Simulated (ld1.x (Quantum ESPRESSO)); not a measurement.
**silicon (Si): PAW pseudisation with PBEsol, scalar-relativistic reference atom.**

| Property | Result |
| --- | --- |
| Element | Si (Z = 14) |
| Generator | ld1.x (Quantum ESPRESSO) 7.5 |
| Type | PAW |
| Functional | PBEsol |
| Relativity | scalar-relativistic |
| Frozen core | [He] |
| Valence charge | 12 |
| Reference configuration | 2s2 2p6 3s2 3p1 (charge +1) |
| Partial waves | 2s (bound): rcut 0.80, rcutus 0.90 bohr; 3s (bound): rcut 0.80, rcutus 0.90 bohr; 2p (bound): rcut 0.75, rcutus 0.95 bohr; 3p (bound): rcut 0.75, rcutus 0.95 bohr; 3d channel at 0.5 Ry: rcut 0.80, rcutus 1.00 bohr; 3d channel at 2.3 Ry: rcut 0.80, rcutus 1.00 bohr |
| Local potential | all-electron potential smoothed inside 0.70 bohr (lloc = -2) |
| Core correction | Bessel-smoothed model core inside 0.55 bohr |
| Augmentation charge | PSQ, radius 0.60 bohr |

Poles of the logarithmic derivatives, all-electron (AE) and pseudo (PS). s: poles at -9.8 (AE) and -9.8 (PS) Ry. p: poles at -6.7 (AE) and -6.7 (PS) Ry. d: poles at no energy (AE) and no energy (PS) Ry. Test radius 1.10 bohr.

- Cutoffs needed: 140 Ry and 230 Ry (the cutoffs (Ry, on a coarse ladder) from which the occupation-weighted sum of valence levels, in a spherical-Bessel basis at the reference potential, stays within 10 and 1 mRy of its value at 400 Ry)
- Ghost test: no extra level below or beside the all-electron valence levels (s, p, d, f tested) (spherical-Bessel basis up to 400 Ry, 20 bohr box)
- Largest excitation error: -32 meV (all-electron minus pseudo) for 2s2 2p5 3s2 3p2, out of 7 test configurations
- Lowest eigenvalue of the overlap operator: 0.07 (s channel)
- Density cutoff estimated by the generator: 1281 Ry
